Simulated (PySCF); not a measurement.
Species: C3H5Cl3OSi.
Bonds: C1–C2 (double), C2–O3, O3–Si4, C2–C5, C5–Cl6, C5–Cl7, C5–Cl8. Hydrogens: H9, H10 on C1; H11, H12, H13 on Si4.

Level: PBE0/pcSseg-1 and CAM-B3LYP/def2-SVPD in PySCF, non-relativistic, on one gas-phase PBE0-D3(BJ)/def2-SVP geometry that isn't relaxed in the solvent. The solvent is an IEF-PCM continuum (van der Waals radii × 1.2). The model holds no explicit solvent molecules, cavitation or dispersion.

Gas phase at PBE0/pcSseg-1: HOMO -7.60 eV, LUMO -0.85 eV, dipole 2.79 D.

Task: What does the continuum do to the energy, the frontier levels and the dipole at PBE0/pcSseg-1 in dichloromethane and acetonitrile?

Result: 
| solvent | ε | E(solvent) − E(gas) (kJ/mol) | polarisation term (kJ/mol) | distortion of the solute (kJ/mol) | HOMO (eV) | LUMO (eV) | dipole (D) |
| --- | --- | --- | --- | --- | --- | --- | --- |
| dichloromethane | 8.93 | -10.92 | -12.24 | 1.32 | -7.53 | -0.85 | 3.40 |
| acetonitrile | 35.69 | -12.75 | -14.58 | 1.83 | -7.52 | -0.86 | 3.51 |

The first energy column is the sum of the next two and covers electrostatics alone. From dichloromethane to acetonitrile the lowering changes by a factor 1.17, Onsager's factor (ε − 1)/(2ε + 1) by 1.14 and ε itself by 4.0.

Task: Which radius a makes the point-dipole formula ΔE = −[(ε − 1)/(2ε + 1)]·μ²/a³ give the value in acetonitrile, with the gas-phase dipole?

Result: μ = 1.097 au and |ΔE| = 0.00486 Eh give a = 2.60 Å; the farthest nucleus lies 3.31 Å from the centroid of the nuclei, so such a sphere wouldn't even hold the nuclei. The formula assumes a rigid point dipole at the centre of a sphere.

Task: Which Hirshfeld charges (PBE0/pcSseg-1) respond most in acetonitrile (means over atoms taken as equivalent)?

Result: 
```
      atoms                    environment  gas (e)  solvent (e)  change
        H10               vinylic hydrogen   +0.051       +0.063  +0.012
         O3             silyl ether oxygen   -0.195       -0.204  -0.009
         C1           terminal =CH2 carbon   -0.134       -0.127  +0.007
         C2  vinylic carbon bearing oxygen   +0.045       +0.039  -0.006
         H9               vinylic hydrogen   +0.038       +0.044  +0.006
Cl6/Cl7/Cl8       chlorine of a CCl3 group   -0.032       -0.038  -0.006
```

Task: Which Mayer bond orders change most in acetonitrile?

Result: 
| bond | length (Å) | gas | solvent | change |
| --- | --- | --- | --- | --- |
| O3–Si4 | 1.686 | 0.846 | 0.829 | -0.017 |
| C5–Cl8 | 1.783 | 1.055 | 1.043 | -0.012 |
| C5–Cl7 | 1.784 | 1.053 | 1.042 | -0.011 |
| C1–H10 | 1.093 | 0.922 | 0.914 | -0.008 |
| C2–O3 | 1.341 | 1.014 | 1.007 | -0.007 |
| Si4–H11 | 1.492 | 0.926 | 0.931 | +0.005 |
| Si4–H12 | 1.492 | 0.925 | 0.930 | +0.005 |
| C1–C2 | 1.336 | 1.892 | 1.894 | +0.002 |

Gas phase at CAM-B3LYP/def2-SVPD: HOMO -8.93 eV, LUMO 0.12 eV, dipole 2.64 D.

Task: What does the continuum do to the energy, the frontier levels and the dipole at CAM-B3LYP/def2-SVPD in acetonitrile?

Result: 
```tsv
solvent	ε	E(solvent) − E(gas) (kJ/mol)	polarisation term (kJ/mol)	distortion of the solute (kJ/mol)	HOMO (eV)	LUMO (eV)	dipole (D)
acetonitrile	35.69	-12.29	-14.29	2.00	-8.83	0.13	3.44
```

Task: How does the static polarisability (CAM-B3LYP/def2-SVPD, frozen core, with the continuum's full static response) change?

Result: 
| medium | isotropic (au) | principal values (au) | ⟨r²⟩ of the electrons (bohr²) |
| --- | --- | --- | --- |
| gas | 107.2 | 96.3, 110.5, 115.0 | 1940.8 |
| acetonitrile | 146.5 | 135.7, 142.2, 161.7 | 1939.4 |

The isotropic value in acetonitrile is 1.37 times the gas-phase one; no cavity-field correction is applied. ⟨r²⟩ is taken about the centre of nuclear charge.

Conformer computed: `[CH2:1]=[C:2]([O:3][SiH3:4])[C:5]([Cl:6])([Cl:7])[Cl:8]`: C1–C2–O3–Si4 3°, C1–C2–C5–Cl6 1°.
